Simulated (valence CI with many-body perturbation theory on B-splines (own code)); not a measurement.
**Ladder of approximations for Ti XVI**

Calculated by configuration interaction combined with many-body perturbation theory (CI+MBPT): five valence electrons over a frozen Dirac-Fock core [He], radial functions for each j: 9 s, 9 p, 8 d, 6 f, 3 g, 1 h, with the one-electron correlation potential Σ1 (screened to all orders), the two-electron term Σ2, the three-electron term Σ3, Breit, model QED; selected single and double excitations, second order for the rest (own B-spline code, finite nucleus).

No measured spectrum was set against this ion. As an estimate, levels of excited configurations hold to 0.05 to 0.15 % of their energy, terms of the ground configuration to about 0.5 %. Among the levels kept, up to 1900 cm⁻¹ of a level comes from second order outside the variational space, and about a tenth of that is noise between levels of different J, which matters for small intervals.

Each rung adds one term. CI alone is the Dirac-Coulomb CI over the frozen core; QED comes last and gives the full result, which names the levels. Energies are above 2s2.2p3 4S°_3/2 on the same rung, in Ry.

| Level | CI alone | Σ1 | Σ2 | Σ3 | Breit | QED | Full |
| --- | --- | --- | --- | --- | --- | --- | --- |
| 2s2.2p3 2D°_3/2 | 1.051 | +0.0001 | +0.0041 | -0.0032 | +0.0085 | -0.0003 | 1.060 |
| 2s2.2p3 2D°_5/2 | 1.207 | +0.0005 | +0.0036 | -0.0032 | -0.0142 | +0.0003 | 1.194 |
| 2s2.2p3 2P°_1/2 | 1.800 | +0.0003 | +0.0078 | -0.0043 | +0.0015 | -0.0001 | 1.805 |
| 2s2.2p3 2P°_3/2 | 2.010 | +0.0009 | +0.0068 | -0.0041 | -0.0124 | +0.0007 | 2.002 |
| 2s.2p4 4P_5/2 | 5.403 | -0.0107 | -0.0051 | -0.0034 | +0.0031 | -0.0163 | 5.370 |
| 2s.2p4 4P_3/2 | 5.688 | -0.0102 | -0.0049 | -0.0034 | +0.0025 | -0.0156 | 5.656 |
| 2s.2p4 4P_1/2 | 5.811 | -0.0100 | -0.0046 | -0.0035 | -0.0007 | -0.0154 | 5.777 |
| 2s.2p4 2D_3/2 | 7.455 | -0.0102 | -0.0087 | -0.0081 | +0.0033 | -0.0161 | 7.415 |
| 2s.2p4 2D_5/2 | 7.500 | -0.0101 | -0.0084 | -0.0079 | -0.0057 | -0.0159 | 7.452 |
| 2s.2p4 2S_1/2 | 8.601 | -0.0101 | -0.0074 | -0.0103 | +0.0153 | -0.0163 | 8.572 |
| 2s.2p4 2P_3/2 | 8.970 | -0.0104 | -0.0241 | -0.0139 | +0.0020 | -0.0165 | 8.907 |
| 2s.2p4 2P_1/2 | 9.373 | -0.0096 | -0.0210 | -0.0134 | -0.0062 | -0.0154 | 9.308 |
| 2p5 2P°_3/2 | 14.101 | -0.0205 | -0.0301 | -0.0145 | +0.0153 | -0.0321 | 14.020 |
| 2p5 2P°_1/2 | 14.572 | -0.0198 | -0.0297 | -0.0144 | -0.0004 | -0.0310 | 14.477 |
| 2s2.2p2.3s 4P_1/2 | 43.509 | +0.0167 | +0.0043 | -0.0072 | -0.0070 | +0.0041 | 43.520 |
| 2s2.2p2.3s 4P_3/2 | 43.754 | +0.0173 | +0.0039 | -0.0071 | -0.0180 | +0.0049 | 43.755 |
| 2s2.2p2.3s 4P_5/2 | 43.991 | +0.0176 | +0.0046 | -0.0073 | -0.0363 | +0.0052 | 43.975 |
| 2s2.2p2.3s 2P_1/2 | 44.002 | +0.0172 | +0.0017 | -0.0071 | -0.0159 | +0.0048 | 44.003 |
| 2s2.2p2.3s 2P_3/2 | 44.263 | +0.0175 | +0.0022 | -0.0075 | -0.0326 | +0.0052 | 44.248 |

The middle columns are the shifts that each term adds.

**Question.** How does the ionisation energy move along the ladder, and which term matters most?

**Answer.** CI alone 1041.8, + Σ1 1042.1, + Σ2 1042.1, + Σ3 1042.0, + Breit 1041.9, + QED 1041.9 eV. The largest step is Σ1, 0.3 eV. NIST lists 1042.5 ± 0.8 eV (semi-empirical).
